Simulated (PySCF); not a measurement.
**Removal energies of Ce⁴⁸⁺ from EOM-IP-GCCSD**

Reference: closed-shell Ce⁴⁸⁺, [Ne]; one electron is removed. Calculated with PySCF 2.14, two-component X2C-1e with screened spin-orbit coupling, an even-tempered Gaussian basis (17 s from 6.6 bohr⁻², ratio 2.6; 13 p from 8.5 bohr⁻², ratio 2.6; 6 d from 8.7 bohr⁻², ratio 2.8; 3 f from 200 bohr⁻², ratio 2.8); frozen 1s2; the 48 highest virtual spinors dropped; of the others 44 kept and the rest restored at second order. No Breit or QED terms. Binding energies in eV.

```csv
level,Koopmans
2s1/2,9832.8
2p1/2,9498.5
2p3/2,9030.6
```

Q: How does correlation move these levels?

A: 2s1/2: second order 9829.6, EOM-CCSD 9829.7; 2p1/2: second order 9496.1, EOM-CCSD 9496.1; 2p3/2: second order 9028.8, EOM-CCSD 9028.9.

For comparison, the ionisation energy of Ce⁴⁸⁺ is 9020 ± 4 eV (theoretical estimate listed by NIST; NIST Atomic Spectra Database, ionization energies).
